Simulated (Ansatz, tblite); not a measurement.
Removing an electron: the cluster TaO₂⁻. Total charge -1; singlet. Geometry: PBE-D4/def2-TZVPD. Ansatz, gas phase; energy differences of separate SCF runs; the oxidised species was run as a doublet alone.

```xyz
3

Ta   -0.1639   -0.0925   -0.6721
O    -1.2111   -0.3972    0.7124
O     1.3750    0.4896   -0.0402
```

In the def2 sets Ta takes a core potential; there is no spin–orbit coupling. The xTB rows come from tblite. The structure comes from a short search, and lower isomers may exist.

(1) Estimate orbital energies and vertical ionisation energies at: GFN1-xTB; GFN2-xTB; PBE-D4/def2-TZVPD; PBE0-D4/def2-TZVPD.

Results:

(1) 
```tsv
level	−HOMO (eV)	vertical IE (eV)	−LUMO (eV)	HOMO–LUMO gap (eV)	remarks
GFN1-xTB	3.73	6.55	3.09	0.64	–
GFN2-xTB	3.02	7.04	1.34	1.69	–
PBE-D4/def2-TZVPD	-0.28	2.04	-1.87	1.59	HOMO above zero (-1 singlet)
PBE0-D4/def2-TZVPD	0.54	2.09	-2.54	3.08	–
```

Run but left out: HF/def2-TZVPPD, r2SCAN-D4/def2-TZVPD, MP2/def2-TZVPPD, CCSD/def2-TZVPPD, CCSD(T)/def2-TZVPPD (singlet: restricted singlet, unstable towards broken spin symmetry).  A HOMO above zero means that the electron is unbound at that level or that self-interaction error raises the level; the energy of removing that electron tells which. Raw xTB energy differences between charge states are shifted by several eV; the methods need an empirical correction for them.
